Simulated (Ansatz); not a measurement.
Geometry optimisation, Ansatz 0.2.0, RKS B3LYP/def2-SVP.

The input (input.yaml):

```yaml
crystal:
  periodic: [false, false, false]
  atoms:
    - { symbol: Ge, position_ang: [0.274136, -0.44016, -0.214913] }
    - { symbol: H, position_ang: [-0.695283, -0.120302, 2.344948] }
    - { symbol: F, position_ang: [1.108807, -0.7243, -1.72501] }
    - { symbol: H, position_ang: [0.369313, 1.03777, 0.130691] }
    - { symbol: O, position_ang: [-1.421337, -0.867881, -0.418858] }
    - { symbol: H, position_ang: [-1.570316, -1.822674, -0.459116] }
    - { symbol: O, position_ang: [1.092476, -1.558135, 0.890087] }
    - { symbol: H, position_ang: [1.83876, -1.993581, 0.452552] }
    - { symbol: H, position_ang: [-0.123456, -0.543337, 2.439618] }
basis:
  gaussian: { orbitals: def2-SVP }
hamiltonian:
  xc: b3lyp
relax:
  f_tol: 0.03
  max_steps: 50
```

Launched with:

```bash
$ ansatz run input.yaml --threads 2 --pin off --max-ram 3072MiB --backend cpu --events-out ev --progress --plain --runs-dir out
```

Task: Where does it end, and by what steps?

Result: The forces met the threshold. The force dipped under the threshold on the way, but the program's further checks kept it going. After 18 steps the energy has fallen by 0.157 eV; H2 moved furthest, 1.81 Å.

| step | energy less start (eV) | largest force component (eV/Å) | accepted |
| --- | --- | --- | --- |
| 0 | 0.0000 | 1.443 | yes |
| 1 | -0.0869 | 0.101 | yes |
| 2 | -0.1107 | 0.058 | yes |
| 3 | -0.1176 | 0.180 | yes |
| 4 | -0.1211 | 0.142 | yes |
| 5 | -0.1246 | 0.293 | yes |
| 6 | -0.1261 | 0.374 | yes |
| 7 | -0.1364 | 0.161 | yes |
| 8 | -0.1411 | 0.105 | yes |
| 9 | -0.1442 | 0.296 | yes |
| 10 | -0.1483 | 0.158 | yes |
| 11 | -0.1513 | 0.162 | yes |
| 12 | -0.1537 | 0.265 | yes |
| 13 | -0.1553 | 0.139 | yes |
| 14 | -0.1560 | 0.014 | yes |
| 15 | -0.1566 | 0.049 | yes |
| 16 | -0.1569 | 0.067 | yes |
| 17 | -0.1571 | 0.041 | yes |
| 18 | -0.1573 | 0.006 | yes |

```xyz
9
Properties=species:S:1:pos:R:3
Ge 0.219 -0.428 -0.726
H -0.062 -0.513 3.999
F 1.465 -1.116 -1.737
H 0.323 1.091 -0.782
O -1.370 -0.907 -1.300
H -1.585 -1.828 -1.091
O 0.488 -1.173 0.860
H 1.389 -1.511 0.965
H 0.006 -0.648 3.252
```

The run took 40 s on 2 threads of Arm Neoverse V2, on a shared host, peak memory 0.21 GiB.
